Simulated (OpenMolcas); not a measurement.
Ni³⁺: effect of the active space

| Property | Result |
| --- | --- |
| Program | OpenMolcas 26.06 |
| Method | CASSCF or its RAS form |
| Basis | ANO-RCC-VTZP |
| Scalar Hamiltonian | DKH2, point nucleus |
| Spin-orbit coupling | state interaction with AMFI integrals over the reference wave functions, term energies averaged over their components |

A. 7 electrons in 5 orbitals (3d); 2S+1 = 4 even, 10 roots; 2S+1 = 2 even, 40 roots; cost roughly 11 core-seconds
B. 13 electrons in 8 orbitals (RAS1 3p, at most 2 holes; RAS2 3d); 2S+1 = 4 even, 10 roots; 2S+1 = 2 even, 40 roots; cost about 20 core-seconds
C. 7 electrons in 9 orbitals (RAS2 3d 4s; RAS3 4p, at most 2 electrons); 2S+1 = 4 even, 50 roots; 2S+1 = 6 even, 5 roots kept (CI in the orbitals of an earlier block); 2S+1 = 2 even, 83 roots kept (CI in the orbitals of an earlier block); 2S+1 = 4 odd, 5 roots (0 in the spin-orbit step); 2S+1 = 6 odd, 5 roots kept (CI in the orbitals of an earlier block); cost about 6 core-minutes

Energies in cm-1 above 3d7 4F 9/2, the measured ground level; measured values from Corliss and Sugar, J. Phys. Chem. Ref. Data 10, 197 (1981).

```
        Level      A      B      C  Measured
   3d7 4F 9/2    0.0    0.0    0.0       0.0
   3d7 4F 7/2   1145   1150   1228      1190
   3d7 4F 5/2   1984   1987   2125      2042
   3d7 4F 3/2   2559   2557   2739      2621
   3d7 4P 5/2  22246  20296  23099     18119
   3d7 2G 9/2  22368  22141  23328     19830
   3d7 4P 3/2  22611  20609  23482     18367
   3d7 4P 1/2  23161  21190  24078     18958
   3d7 2G 7/2  23466  23212  24512     20948
   3d7 2P 3/2  29495  26382  30610     23649
  3d7 2H 11/2  29687  30937  31100     26649
   3d7 2P 1/2  30655  27611  31870     24651
   3d7 2H 9/2  30666  31890  32157     27678
3d7 2D 5/2(1)  32185  28530  33375     27096
3d7 2D 3/2(1)  33911  30443  35261     28778
   3d7 2F 5/2  51175  49297  53411     43438
   3d7 2F 7/2  51657  49784  53933     43859
3d7 2D 3/2(2)  79892  73332  83082     67360
3d7 2D 5/2(2)  80440  74020  83679     67990
```

Deviations, from unrounded energies. A percentage is the sum of absolute deviations over the sum of measured energies, with the sign that they share, or ± where signs differ.

```csv
Against measurement,Levels,A,B,C
mean absolute deviation (cm-1),18,4800,2900,6100
fine structure of the ground term (%),3,-2.8,-2.7,+4.1
other terms of the ground configuration (%),15,+18.1,+11.0,+23.0
```

B lies closest to measurement on these levels and C furthest from it. The largest miss of B in the table is 3d7 2D 5/2(2), by +6000 cm-1. The ranking rests on the paired levels alone, and a cruder setting can come out closer through cancelling errors.

Among A to C the level of the table that moves most is 3d7 2D 3/2(2), by 9700 cm-1 (lowest in B, highest in C).

Without dynamic correlation excited terms often stand tens of per cent too high (terms of higher spin than the ground term too low), and those without a measured partner can miss by more than the paired ones. Some levels mix across a computed gap that differs much from the measured one, so their mixing is not that of the real levels (holds for A; C). Active for correlation alone: 3p; no level in the range computed is led by a configuration that opens it, so any true level of that kind is missing (holds for B). Some high roots are left out of the spin-orbit mixing, which shifts the levels that they would mix with (holds for C). Terms from blocks run as CI alone lack orbitals of their own (holds for C). Measured partners are found by configuration, term and J. A level has none where our copy of the source lacks it or the pairing is in doubt (some pairs that miss far off the trend of their configuration count as doubtful), and it then counts in no deviation. Only configurations of the active space appear. The table leaves out levels that lie high or whose names do not pair safely across all columns.

A number in round brackets counts repeated terms of one configuration in the order of the reference energies.
